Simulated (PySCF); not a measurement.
## TDDFT excited states: ScCl3

Species: ScCl3 (singlet state).
SMILES: `[Cl][Sc]([Cl])[Cl]`

Computed, not measured: TDDFT CAM-B3LYP/def2-SVPD, vertical, gas phase, core orbitals frozen in the response in PySCF. Geometry: PBE0-D3(BJ)/def2-SVP; no solvent, vibrations or thermal averaging.

| state | E (eV) | λ (nm) | f | \|μ\| (D) | main configurations (H = HOMO, L = LUMO) |
| --- | --- | --- | --- | --- | --- |
| S1 | 4.63 | 267.9 | 0.0000 | 0.00 | H→L (99%) |
| S2 | 5.09 | 243.4 | 0.0011 | 0.23 | H-4→L (91%) |
| S3 | 5.11 | 242.8 | 0.0002 | 0.09 | H-5→L (97%) |
| S4 | 5.12 | 242.0 | 0.0042 | 0.46 | H-2→L (98%) |
| S5 | 5.14 | 241.0 | 0.032 | 1.29 | H-1→L (90%) |
| S6 | 5.15 | 240.9 | 0.0040 | 0.45 | H-3→L (98%) |
| S7 | 5.18 | 239.2 | 0.0000 | 0.00 | H→L+1 (93%) |
| S8 | 5.20 | 238.3 | 0.0000 | 0.01 | H→L+2 (92%) |
| S9 | 5.56 | 223.1 | 0.0024 | 0.34 | H-6→L (89%) |
| S10 | 5.57 | 222.5 | 0.0025 | 0.34 | H-7→L (87%) |
| S11 | 5.61 | 221.0 | 0.0000 | 0.00 | H-2→L+2 (53%), H-3→L+1 (41%) |
| S12 | 5.75 | 215.7 | 0.0001 | 0.07 | H-3→L+1 (28%), H-2→L+1 (26%), H-2→L+2 (22%) |
| S13 | 5.75 | 215.6 | 0.0001 | 0.08 | H-2→L+1 (32%), H-3→L+1 (24%), H-3→L+2 (19%) |
| S14 | 5.79 | 214.1 | 0.011 | 0.72 | H-1→L+1 (72%), H→L+3 (13%) |

Triplets (Tamm–Dancoff): T1 4.62 eV, H→L (99%); T2 4.99 eV, H-4→L (85%), H-1→L (13%); T3 5.01 eV, H-5→L (94%); T4 5.02 eV, H-1→L (83%), H-4→L (12%).

The lowest singlet comes at 268 nm (447 kJ/mol) in the ultraviolet; it is dark (f under 0.0005); its leading configuration is HOMO→LUMO (99%). The strongest level in the table is S5 at 5.14 eV (241 nm, f = 0.032). S5/S6 and S12/S13 lie within about 0.01 eV of each other in each set. For S1 the Löwdin share of scandium is at most 4% in HOMO and 87% in LUMO (ligand-to-metal charge transfer by this measure); for S5 the Löwdin share of scandium is 8% in HOMO-1 and 87% in LUMO (ligand-to-metal charge transfer by this measure). Orbital energies (eV): HOMO-3 -11.30, HOMO-2 -11.26, HOMO-1 -11.18, HOMO -10.69, LUMO -2.53, LUMO+1 -1.77, LUMO+2 -1.76. Of the 14 states listed, 2 reach f = 0.01 and 7 stay under 0.0005. The listed states span 1.16 eV, and the widest gap between neighbours is 0.47 eV (S1 to S2). Orbitals of the list HOMO-3 to LUMO+2 that lie within 0.01 eV of each other are written together with a slash and their weights summed (≥ marks a lower bound); for degenerate orbitals outside that list single weights are arbitrary. Only the lowest 15 singlets were computed, as vertical energies without vibronic structure. The highest level found (5.80 eV, f 0.017 so far) is left out, since the window may have cut off a degenerate partner.
